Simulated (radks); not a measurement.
All-electron atom: Ti11+ in [Ne] 3s1.

Method: Dirac Kohn-Sham, LDA (Slater exchange, Perdew-Wang correlation), spin-unpolarised, spherical densities, point nucleus; computed with a radial shooting solver on a logarithmic mesh with Libxc functionals.

Energy parts (eV):
| part | energy |
|---|---|
| total | -21880.320 |
| kinetic | 22099.823 |
| electron-nucleus | -48796.618 |
| Hartree | 5699.352 |
| exchange-correlation | -882.878 |

Orbitals (lengths in bohr, moments of r in powers of bohr; <r^-3> diverges for s and p1/2; r(90%) holds 90 % of the orbital's charge):
[
 {"orbital": "1s1/2", "occ.": "2", "eigenvalue (eV)": "-5143.057", "r(90%)": "0.124", "<r^4>": "0.0001096", "<r^-3>": "-"},
 {"orbital": "2s1/2", "occ.": "2", "eigenvalue (eV)": "-804.4842", "r(90%)": "0.498", "<r^4>": "0.02584", "<r^-3>": "-"},
 {"orbital": "2p1/2", "occ.": "2", "eigenvalue (eV)": "-719.5961", "r(90%)": "0.465", "<r^4>": "0.01977", "<r^-3>": "-"},
 {"orbital": "2p3/2", "occ.": "4", "eigenvalue (eV)": "-713.6437", "r(90%)": "0.469", "<r^4>": "0.02037", "<r^-3>": "267.7"},
 {"orbital": "3s1/2", "occ.": "1", "eigenvalue (eV)": "-279.1649", "r(90%)": "1.23", "<r^4>": "0.9819", "<r^-3>": "-"}
]

The highest occupied level is 3s1/2 at -279.16 eV. Summed over all electrons, <r^2> = 1.673 bohr^2, which gives a Langevin (diamagnetic) susceptibility term of -1.32 x 10^-6 cm^3/mol.
